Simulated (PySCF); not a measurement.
First SCF of a structure search on quartet ReO(OH)2, at a hand-made PBE minimum (heavy-atom frame) geometry. PySCF input:

```python
from pyscf import gto, scf, dft
mol = gto.M(atom='''
Re     0.000000     0.000000    -0.000057
O      0.000000     0.000000     1.741004
O      1.721461     0.073882    -0.820122
O     -1.721461    -0.073882    -0.820122
H      2.298833    -0.716299    -0.841961
H     -2.298833     0.716299    -0.841961''',
    basis={'Re': 'def2-SVP', 'O': 'def2-SVP', 'H': 'def2-SVP'},
    ecp={'Re': 'def2-SVP'},
    charge=0, spin=3)
mf = dft.UKS(mol, xc='PBE')
mf.grids.atom_grid = (50, 194)
aux = {'Re': 'def2-universal-JKFIT', 'O': 'def2-universal-JKFIT', 'H': 'def2-universal-JKFIT'}
mf = mf.density_fit(auxbasis=aux)
mf.conv_tol = 1e-08
mf.diis_space = 10
mf.max_cycle = 60
mf.init_guess = 'minao'
mf.verbose = 4
mf.kernel()
```

Excerpt of the output (cycles alone):

```
init E= -292.800665222664
cycle= 1 E= -304.320091983049  delta_E= -11.5  |g|= 1.15  |ddm|= 5.58
cycle= 2 E= -296.830858007325  delta_E= 7.49  |g|= 3.52  |ddm|= 3.69
cycle= 3 E= -304.356318372326  delta_E= -7.53  |g|= 1.01  |ddm|= 3.55
cycle= 4 E= -304.801433107412  delta_E= -0.445  |g|= 0.33  |ddm|= 1.02
cycle= 5 E= -304.775433298206  delta_E= 0.026  |g|= 0.389  |ddm|= 0.593
cycle= 6 E= -304.84525734787  delta_E= -0.0698  |g|= 0.0539  |ddm|= 0.379
cycle= 7 E= -304.846291045244  delta_E= -0.00103  |g|= 0.0287  |ddm|= 0.0367
cycle= 8 E= -304.846568505107  delta_E= -0.000277  |g|= 0.0116  |ddm|= 0.013
cycle= 9 E= -304.846610397501  delta_E= -4.19e-05  |g|= 0.00495  |ddm|= 0.00472
cycle= 10 E= -304.846621019629  delta_E= -1.06e-05  |g|= 0.000706  |ddm|= 0.00325
cycle= 11 E= -304.846621233011  delta_E= -2.13e-07  |g|= 6.94e-05  |ddm|= 0.000553
cycle= 12 E= -304.846621235811  delta_E= -2.8e-09  |g|= 9.33e-06  |ddm|= 9.04e-05
Extra cycle  E= -304.846621235831  delta_E= -2.05e-11  |g|= 1.2e-05  |ddm|= 2.36e-05
converged SCF energy = -304.846621235831  <S^2> = 3.7566598  2S+1 = 4.0033285
```

No lower solution of this spin was found from smeared starts or by a stability analysis within the unrestricted form.

Open d and f shells are described by one determinant, and the ground state may have another occupation or spin. No spin–orbit coupling is included, which matters more the heavier the element.

The search for the lowest solution, 3 starts and the stability check together, took 40 s on 2 threads of a shared Arm Neoverse N1 host, with 84 basis functions; the process peaked at 0.54 GiB.
